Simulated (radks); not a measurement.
Results of a calculation; reference values are marked as such.
Ni III, configuration [Ar] 3d8.

Level of theory: Dirac Kohn-Sham, PBE, spin-unpolarised, spherical densities, point nucleus; open shells are shared between the two j in proportion to 2j + 1; speed of light set to 171.295 atomic units (1.25 times the physical value, a model run) (a radial shooting solver on a logarithmic mesh with Libxc functionals).

Energy parts (eV):
part                      energy
total                 -41225.543
kinetic                41636.576
electron-nucleus      -98302.910
Hartree                17145.519
exchange-correlation   -1704.729

Orbitals (lengths in bohr, moments of r in powers of bohr; <r^-3> diverges for s and p1/2):
orbital  occ.  eigenvalue (eV)      <r>  <1/r>       <r^4>  <r^-3>  small-component weight
1s1/2       2        -8197.915  0.05436  27.88  0.00004039       -                6.49e-03
2s1/2       2        -993.9947   0.2460  6.044    0.008879       -                1.21e-03
2p1/2       2        -869.7653   0.2144  5.998    0.006461       -                1.20e-03
2p3/2       4        -858.6689   0.2164  5.919    0.006671   603.7                1.19e-03
3s1/2       2        -129.5721   0.7442  1.907      0.6663       -                2.66e-04
3p1/2       2         -91.7167   0.7762  1.778      0.8918       -                2.38e-04
3p3/2       4         -90.3229   0.7826  1.759      0.9219   76.34                2.35e-04
3d3/2     3.2         -28.5287   0.9652  1.390       3.829   7.216                1.58e-04
3d5/2     4.8         -28.3710   0.9688  1.385       3.890   7.114                1.57e-04

The highest occupied level is 3d5/2 at -28.371 eV. The density falls to 0.001 e/bohr^3 at r = 2.97 bohr.
